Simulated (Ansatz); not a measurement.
Ansatz (a first-principles code) input file for Ge(H)(F)2(OMe) (CH4F2GeO), SMILES C[O][GeH]([F])[F], B3LYP-D3(BJ)/def2-SVP. 

Ansatz 0.2 input:
```yaml
crystal:
  periodic: [false, false, false]
  atoms:
    - {symbol: Ge, position_ang: [0.39064242, 0.06701823, 0.28387778]}
    - {symbol: F, position_ang: [0.57229696, 1.45194087, -0.73900437]}
    - {symbol: F, position_ang: [1.48383430, -1.09394173, -0.31472511]}
    - {symbol: O, position_ang: [-1.11911147, -0.66325473, -0.04497196]}
    - {symbol: C, position_ang: [-2.42708510, -0.10099656, -0.09232103]}
    - {symbol: H, position_ang: [0.81624224, 0.47190384, 1.64923285]}
    - {symbol: H, position_ang: [-3.05616637, -0.83718702, -0.59203027]}
    - {symbol: H, position_ang: [-2.80894422, 0.07903269, 0.91368050]}
    - {symbol: H, position_ang: [-2.44146788, 0.83169218, -0.65770479]}
basis:
  gaussian:
    orbitals: def2-SVP
hamiltonian:
  xc: b3lyp
  dispersion: d3bj
relax: {f_tol: 0.002, max_steps: 200}
```

Output:

```
WARN ansatz: RAYON_NUM_THREADS=1 ignored (pool sized by the plan → 1); use --threads N
Functional definition: B3LYP
integrals: 0.06 GiB planned
1139 factors; integrals over basis functions are off by at most 2.7e-4 eV
mean field: 0.53 GiB planned
mean field evaluation 1: about -65083.2881 eV, gradient 6.5e1 eV
mean field evaluation 2: about -65069.2381 eV, gradient 1.1e2 eV
mean field evaluation 4: about -65090.6233 eV, gradient 5.5e0 eV
mean field evaluation 8: about -65090.6900 eV, gradient 5.3e-2 eV
mean field -65090.69002632 eV, -2392.0387384131 hartree, gradient 2.8e-5 eV, S^2 0.000000; 0 other end points of the search recorded, 0 dependent functions left out
the calculation of the forces begins
reference -65090.69025518 eV, -2392.0387468236 hartree; 34, 34 occupied and 74, 74 virtual orbitals, 1139 factors
relax step   1: F+E_penalty+E_count = -65090.93909093 eV  Δ(F+E_penalty+E_count) = +0.000e0 eV  max|allowed force component| = 1.147e0 eV/Å  Δτ_max = 0.0000 Å  (24 SCF iters, accepted)
these checks for a lower state are left out or cut short: starts, cluster_reference, orbital_swaps, neighbouring_geometries, increment
integrals: 0.06 GiB planned
1139 factors; integrals over basis functions are off by at most 2.7e-4 eV
mean field: 0.53 GiB planned
mean field evaluation 16: about -65090.7129 eV, gradient 4.0e0 eV
mean field -65090.76041792 eV, -2392.0413252564 hartree, gradient 9.6e-6 eV, S^2 0.000000; 0 other end points of the search recorded, 0 dependent functions left out
the calculation of the forces begins
reference -65090.76064679 eV, -2392.0413336674 hartree; 34, 34 occupied and 74, 74 virtual orbitals, 1139 factors
relax step   2: F+E_penalty+E_count = -65091.00901851 eV  Δ(F+E_penalty+E_count) = -6.993e-2 eV  max|allowed force component| = 6.268e-1 eV/Å  Δτ_max = 0.0530 Å  (29 SCF iters, accepted)
these checks for a lower state are left out or cut short: starts, cluster_reference, orbital_swaps, neighbouring_geometries, increment
integrals: 0.06 GiB planned
1139 factors; integrals over basis functions are off by at most 2.7e-4 eV
mean field: 0.53 GiB planned
mean field -65090.78168538 eV, -2392.0421068214 hartree, gradient 1.1e-5 eV, S^2 0.000000; 0 other end points of the search recorded, 0 dependent functions left out
the calculation of the forces begins
reference -65090.78191341 eV, -2392.0421152012 hartree; 34, 34 occupied and 74, 74 virtual orbitals, 1139 factors
relax step   3: F+E_penalty+E_count = -65091.03148153 eV  Δ(F+E_penalty+E_count) = -2.246e-2 eV  max|allowed force component| = 1.386e-1 eV/Å  Δτ_max = 0.0661 Å  (28 SCF iters, accepted)
these checks for a lower state are left out or cut short: starts, cluster_reference, orbital_swaps, neighbouring_geometries, increment
integrals: 0.06 GiB planned
1139 factors; integrals over basis functions are off by at most 2.7e-4 eV
mean field: 0.53 GiB planned
mean field evaluation 32: about -65090.7843 eV, gradient 1.1e-1 eV
mean field -65090.78433967 eV, -2392.0422043647 hartree, gradient 1.0e-5 eV, S^2 0.000000; 0 other end points of the search recorded, 0 dependent functions left out
the calculation of the forces begins
reference -65090.78456792 eV, -2392.0422127525 hartree; 34, 34 occupied and 74, 74 virtual orbitals, 1139 factors
relax step   4: F+E_penalty+E_count = -65091.03577368 eV  Δ(F+E_penalty+E_count) = -4.292e-3 eV  max|allowed force component| = 2.240e-1 eV/Å  Δτ_max = 0.0547 Å  (28 SCF iters, accepted)
these checks for a lower state are left out or cut short: starts, cluster_reference, orbital_swaps, neighbouring_geometries, increment
integrals: 0.06 GiB planned
1139 factors; integrals over basis functions are off by at most 2.7e-4 eV
mean field: 0.53 GiB planned
mean field -65090.78658739 eV, -2392.0422869668 hartree, gradient 1.1e-5 eV, S^2 0.000000; 0 other end points of the search recorded, 0 dependent functions left out
the calculation of the forces begins
reference -65090.78681523 eV, -2392.0422953398 hartree; 34, 34 occupied and 74, 74 virtual orbitals, 1139 factors
relax step   5: F+E_penalty+E_count = -65091.03937726 eV  Δ(F+E_penalty+E_count) = -3.604e-3 eV  max|allowed force component| = 5.325e-2 eV/Å  Δτ_max = 0.0543 Å  (28 SCF iters, accepted)
these checks for a lower state are left out or cut short: starts, cluster_reference, orbital_swaps, neighbouring_geometries, increment
integrals: 0.06 GiB planned
1139 factors; integrals over basis functions are off by at most 2.7e-4 eV
[...]
relax step  23: F+E_penalty+E_count = -65091.13269922 eV  Δ(F+E_penalty+E_count) = -2.070e-3 eV  max|allowed force component| = 1.146e-2 eV/Å  Δτ_max = 0.0343 Å  (29 SCF iters, accepted)
these checks for a lower state are left out or cut short: starts, cluster_reference, orbital_swaps, neighbouring_geometries, increment
integrals: 0.06 GiB planned
1139 factors; integrals over basis functions are off by at most 3.2e-4 eV
mean field: 0.53 GiB planned
mean field -65090.87769276 eV, -2392.0456350273 hartree, gradient 1.8e-5 eV, S^2 0.000000; 0 other end points of the search recorded, 0 dependent functions left out
the calculation of the forces begins
reference -65090.87791893 eV, -2392.0456433391 hartree; 34, 34 occupied and 74, 74 virtual orbitals, 1139 factors
relax step  24: F+E_penalty+E_count = -65091.13300429 eV  Δ(F+E_penalty+E_count) = -3.051e-4 eV  max|allowed force component| = 1.564e-1 eV/Å  Δτ_max = 0.0976 Å  (27 SCF iters, accepted)
these checks for a lower state are left out or cut short: starts, cluster_reference, orbital_swaps, neighbouring_geometries, increment
integrals: 0.06 GiB planned
1139 factors; integrals over basis functions are off by at most 3.2e-4 eV
mean field: 0.53 GiB planned
mean field -65090.87874439 eV, -2392.0456736742 hartree, gradient 1.0e-5 eV, S^2 0.000000; 0 other end points of the search recorded, 0 dependent functions left out
the calculation of the forces begins
reference -65090.87897063 eV, -2392.0456819882 hartree; 34, 34 occupied and 74, 74 virtual orbitals, 1139 factors
relax step  25: F+E_penalty+E_count = -65091.13416487 eV  Δ(F+E_penalty+E_count) = -1.161e-3 eV  max|allowed force component| = 3.407e-2 eV/Å  Δτ_max = 0.0164 Å  (30 SCF iters, accepted)
these checks for a lower state are left out or cut short: starts, cluster_reference, orbital_swaps, neighbouring_geometries, increment
integrals: 0.06 GiB planned
1139 factors; integrals over basis functions are off by at most 3.2e-4 eV
mean field: 0.53 GiB planned
mean field -65090.87857999 eV, -2392.0456676325 hartree, gradient 1.0e-5 eV, S^2 0.000000; 0 other end points of the search recorded, 0 dependent functions left out
the calculation of the forces begins
reference -65090.87880610 eV, -2392.0456759421 hartree; 34, 34 occupied and 74, 74 virtual orbitals, 1139 factors
relax step  26: F+E_penalty+E_count = -65091.13412866 eV  Δ(F+E_penalty+E_count) = +3.621e-5 eV  max|allowed force component| = 5.484e-2 eV/Å  Δτ_max = 0.0174 Å  (29 SCF iters, rejected (line search))
these checks for a lower state are left out or cut short: starts, cluster_reference, orbital_swaps, neighbouring_geometries, increment
integrals: 0.06 GiB planned
1139 factors; integrals over basis functions are off by at most 3.2e-4 eV
mean field: 0.53 GiB planned
mean field evaluation 192: about -65090.8782 eV, gradient 4.2e-1 eV
mean field -65090.87878054 eV, -2392.0456750025 hartree, gradient 2.0e-5 eV, S^2 0.000000; 0 other end points of the search recorded, 0 dependent functions left out
the calculation of the forces begins
reference -65090.87900667 eV, -2392.0456833129 hartree; 34, 34 occupied and 74, 74 virtual orbitals, 1139 factors
relax step  27: F+E_penalty+E_count = -65091.13431393 eV  Δ(F+E_penalty+E_count) = -1.491e-4 eV  max|allowed force component| = 2.575e-3 eV/Å  Δτ_max = 0.0084 Å  (23 SCF iters, accepted)
these checks for a lower state are left out or cut short: starts, cluster_reference, orbital_swaps, neighbouring_geometries, increment
integrals: 0.06 GiB planned
1139 factors; integrals over basis functions are off by at most 3.2e-4 eV
mean field: 0.53 GiB planned
mean field -65090.87887819 eV, -2392.0456785910 hartree, gradient 1.0e-5 eV, S^2 0.000000; 0 other end points of the search recorded, 0 dependent functions left out
the calculation of the forces begins
reference -65090.87910405 eV, -2392.0456868915 hartree; 34, 34 occupied and 74, 74 virtual orbitals, 1139 factors
relax step  28: F+E_penalty+E_count = -65091.13449494 eV  Δ(F+E_penalty+E_count) = -1.810e-4 eV  max|allowed force component| = 1.305e-2 eV/Å  Δτ_max = 0.0260 Å  (30 SCF iters, accepted)
these checks for a lower state are left out or cut short: starts, cluster_reference, orbital_swaps, neighbouring_geometries, increment
integrals: 0.06 GiB planned
1139 factors; integrals over basis functions are off by at most 3.2e-4 eV
mean field: 0.53 GiB planned
mean field -65090.87888380 eV, -2392.0456787973 hartree, gradient 1.0e-5 eV, S^2 0.000000; 0 other end points of the search recorded, 0 dependent functions left out
the calculation of the forces begins
reference -65090.87910939 eV, -2392.0456870876 hartree; 34, 34 occupied and 74, 74 virtual orbitals, 1139 factors
relax step  29: F+E_penalty+E_count = -65091.13456262 eV  Δ(F+E_penalty+E_count) = -6.768e-5 eV  max|allowed force component| = 1.416e-2 eV/Å  Δτ_max = 0.0300 Å  (28 SCF iters, accepted)
these checks for a lower state are left out or cut short: starts, cluster_reference, orbital_swaps, neighbouring_geometries, increment
integrals: 0.06 GiB planned
1139 factors; integrals over basis functions are off by at most 3.2e-4 eV
mean field: 0.53 GiB planned
mean field -65090.87890899 eV, -2392.0456797231 hartree, gradient 4.9e-5 eV, S^2 0.000000; 0 other end points of the search recorded, 0 dependent functions left out
the calculation of the forces begins
reference -65090.87913459 eV, -2392.0456880137 hartree; 34, 34 occupied and 74, 74 virtual orbitals, 1139 factors
relax step  30: F+E_penalty+E_count = -65091.13457582 eV  Δ(F+E_penalty+E_count) = -1.320e-5 eV  max|allowed force component| = 4.380e-3 eV/Å  Δτ_max = 0.0018 Å  (20 SCF iters, accepted)
these checks for a lower state are left out or cut short: starts, cluster_reference, orbital_swaps, neighbouring_geometries, increment
integrals: 0.06 GiB planned
1139 factors; integrals over basis functions are off by at most 3.2e-4 eV
mean field: 0.53 GiB planned
mean field -65090.87894699 eV, -2392.0456811196 hartree, gradient 3.0e-5 eV, S^2 0.000000; 0 other end points of the search recorded, 0 dependent functions left out
the calculation of the forces begins
reference -65090.87917261 eV, -2392.0456894110 hartree; 34, 34 occupied and 74, 74 virtual orbitals, 1139 factors
relax step  31: F+E_penalty+E_count = -65091.13457808 eV  Δ(F+E_penalty+E_count) = -2.264e-6 eV  max|allowed force component| = 1.465e-3 eV/Å  Δτ_max = 0.0015 Å  (20 SCF iters, accepted)
integrals: 0.06 GiB planned
1139 factors; integrals over basis functions are off by at most 3.2e-4 eV
mean field: 0.53 GiB planned
mean field evaluation 224: about -65090.8111 eV, gradient 5.5e0 eV
mean field -65090.87894699 eV, -2392.0456811196 hartree, gradient 3.0e-5 eV, S^2 0.000000; 1 other end points of the search recorded, 0 dependent functions left out
the calculation of the forces begins
reference -65090.87917261 eV, -2392.0456894110 hartree; 34, 34 occupied and 74, 74 virtual orbitals, 1139 factors
Total energy: -65091.13480370 eV, -2392.0550836803 hartree
Atom 0 at     0.370199     0.098797     0.397917 Å, force     0.001465     0.000654     0.000243 eV/Å
Atom 1 at     0.579954     1.519940    -0.573113 Å, force    -0.000133    -0.000113    -0.000134 eV/Å
Atom 2 at     0.765221    -1.194274    -0.687638 Å, force    -0.000238    -0.000125     0.000084 eV/Å
Atom 3 at    -1.311271    -0.035146     0.856901 Å, force    -0.001086    -0.000311    -0.000261 eV/Å
Atom 4 at    -2.350337    -0.066000    -0.114761 Å, force    -0.000435     0.000027     0.000112 eV/Å
Atom 5 at     1.278034     0.109498     1.616340 Å, force     0.000197    -0.000125    -0.000040 eV/Å
Atom 6 at    -2.248251    -0.932254    -0.790909 Å, force     0.000057    -0.000152    -0.000043 eV/Å
Atom 7 at    -3.306533    -0.150304     0.422479 Å, force     0.000157     0.000010    -0.000176 eV/Å
Atom 8 at    -2.366775     0.855950    -0.721182 Å, force     0.000015     0.000135     0.000215 eV/Å
Dipole moment:    -0.169533    -0.021800     0.235549 e Å
```

The run converged.

Cost: roughly 2.9 core-minutes.
